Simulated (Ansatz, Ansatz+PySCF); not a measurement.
```xyz
2

Mg   -0.0183   -0.0412   -0.8945
H     0.0106   -0.0163    0.8267
```

Basis set: def2-SVP (spherical functions). Left uncorrelated: 1 orbital. Charge 0, multiplicity 2.

Computed with Ansatz (development build ahead of 0.2.0); each method stands on the lowest determinant of its kind that the runs found.

(1) Give the atomization energy at this shape (free ground-state atoms in the same class of orbitals less the molecule, no zero-point energy) of doublet MgH by UHF-CCSD(T), UHF-MP2, ROHF, UHF.

Answers

(1)

| method | atomization energy |
| --- | --- |
| UHF-CCSD(T) | 28.35 kcal/mol |
| UHF-MP2 | 29.33 kcal/mol |
| ROHF | 26.03 kcal/mol |
| UHF | 26.63 kcal/mol |
